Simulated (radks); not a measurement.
Ta IX, 65 electrons, occupied as [Kr] 4d10 4f13 5s2 5p4 (the NIST ground configuration). Calculated with a radial shooting solver on a logarithmic mesh with Libxc functionals: non-relativistic Kohn-Sham, LDA (Slater exchange, Perdew-Wang correlation), spin-unpolarised, spherical densities, point nucleus; relativity is left out, which matters for an element this heavy.

Normalised radial functions P(r) = r R(r), r in bohr:

```
   r/bohr * 4d, o 4f, + 6s (the largest magnitude, 1.54, reaches the edge; | marks zero, & curves that meet)
 0.003417                             &+
 0.004557                             &+
 0.006127                             & +
 0.008171                             & +
  0.01099                             & +
  0.01465                             & +
  0.01954                             o&
  0.02628                             & *
  0.03505                            +o  *
  0.04712                          +  o    *
  0.06284                          +  |o       *
  0.08382                           + | o          *
   0.1127                             |+  o           *
   0.1503                             |   +   o     *
   0.2005                             |  + *       o
   0.2695                   *        +|                 o
   0.3595      *                +     |                      o
   0.4833  *                      +   |                      o
   0.6446        *                    |   +              o
   0.8597                  *          |        +    o
    1.156                         *   |   +   o
    1.542                     +      *|  o
    2.056              +              *o
    2.765                  +          &
    3.687                         +   &
    4.957                            +&
    6.612                             &
```

4d: eigenvalue -351.89 eV, 1 radial node at r = 0.225 bohr, <r> = 0.522 bohr, 90 % of the charge inside 0.781 bohr. 4f: eigenvalue -158.09 eV, 0 radial nodes, <r> = 0.585 bohr, 90 % of the charge inside 0.953 bohr. 6s (empty): eigenvalue -79.794 eV, 5 radial nodes at r = 0.0264, 0.0992, 0.250, 0.564, 1.29 bohr, <r> = 2.16 bohr, 90 % of the charge inside 3.00 bohr.
